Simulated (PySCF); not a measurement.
CdBrI, SMILES [Br][Cd][I]. Heavy atoms are numbered as in [Cd:1]([Br:2])[I:3].

Geometry: B3LYP-D3(BJ)/def2-SVP. The def2 effective core potentials stand for the cores of Cd, I; spin–orbit coupling is left out.

The numbers are results of r2SCAN/def2-TZVPD (PySCF), not measurements.

Mulliken values depend strongly on the basis, most of all with diffuse functions as here. ESP charges are fitted to the potential on shells at 1.4 to 2.0 van der Waals radii. Atomic charges (e), one atom of each kind:

```
atom  ESP fit  Mulliken
----  -------  --------
Cd1         …      0.66
Br2         …     -0.35
I3          …     -0.31
```

Q: Fill in the missing entries. (The exact figures need the calculation; the answer reports its results.)

A: 
- Cd1, ESP fit: 0.51
- Br2, ESP fit: -0.29
- I3, ESP fit: -0.23
